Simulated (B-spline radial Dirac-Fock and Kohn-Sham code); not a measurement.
# Relativistic shifts of the levels of Ir

System: atomic iridium, configuration 1s2 2s2 2p6 3s2 3p6 3d10 4s2 4p6 4d10 4f14 5s2 5p6 5d7 6s2.

Both columns are ΔSCF binding energies of the configuration average from a B-spline atomic structure program: non-relativistic Hartree-Fock with a point nucleus, and Dirac-Fock with a finite nucleus and the Coulomb interaction alone, averaged over the two j levels with weights 2j+1.

```
shell  Hartree-Fock (eV)  Dirac-Fock (eV)  shift (eV)  shift (%)
   1s            69755.7          76517.1    +6761.40      +9.69
   2s            11682.0          13487.1    +1805.14     +15.45
   2p            11196.0          11800.2     +604.25      +5.40
   3s             2752.1           3200.7     +448.62     +16.30
   3p             2524.6           2693.1     +168.54      +6.68
   4s              599.3            710.4     +111.11     +18.54
   4p              501.3            540.2      +38.85      +7.75
   4f              84.11            70.77      -13.34     -15.86
   5s              92.74            111.2      +18.46     +19.90
   5p              60.33            64.39       +4.06      +6.73
   5d              12.94            10.71       -2.23     -17.23
   6s               6.44             7.78       +1.34     +20.78
```

Relativity binds 1s, 2s, 2p, 3s, 3p, 4s, 4p, 5s, 5p, 6s more strongly, among those listed most of all 6s in relative terms, and 4f, 5d more weakly, because the contracted s and p shells screen the nucleus better.

Values without a named source are computed, but for edge energies of neutral atoms, which are taken from tables.
